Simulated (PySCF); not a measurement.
# TlF3(H2O) at several levels of theory

Computed with PySCF 2.14.0 (density fitting, no spin-orbit coupling) at the geometry relaxed with PBE0:

```xyz
7
TlF3(H2O) (singlet)
Tl   -0.1921   -0.2234    0.2234
F     0.4584    1.6397    0.7635
F    -0.9658   -1.5340    1.5340
F     0.4584   -0.7635   -1.6397
O    -1.3686    1.2604   -1.2604
H    -0.8805    2.0427   -0.9489
H    -0.8805    0.9489   -2.0427
```

```
level                                                           basis    state  HOMO (eV)  gap (eV)  charge on Tl1 (e)  dipole about the centre of mass (D)  largest force component (eV/Å)
 PBE0      Tl def2-SVP with ECP60, F def2-SVP, O def2-SVP, H def2-SVP  singlet     -10.19      6.36               1.06                                 2.17                            0.07
 BP86                                                        the same  singlet      -8.30      3.60               0.85                                 2.26                            0.86
 PBE0  Tl def2-TZVP with ECP60, F def2-TZVP, O def2-TZVP, H def2-TZVP  singlet     -10.53      6.43               1.22                                 2.13                            0.30
```

Charges are Mulliken's, which hang on the basis. The relaxation used the grid (50, 194), these runs (75, 302) or, all-electron (x2c bases, spin-free X2C Hamiltonian), (99, 590).

Task: What does PBE with Tl def2-SVP with ECP60, F def2-SVP, O def2-SVP, H def2-SVP give here?

Result: state singlet, HOMO (eV) -8.17, gap (eV) 3.59, charge on Tl1 (e) 0.85, dipole about the centre of mass (D) 2.24, largest force component (eV/Å) 0.81. Time: 4.3 s on 2 threads of Arm Neoverse V1, on a shared host, from an already converged density.

In the first row's basis the gap widens with exact exchange: 3.6 eV for PBE, BP86 (none); 6.4 eV for PBE0 (a fixed share).
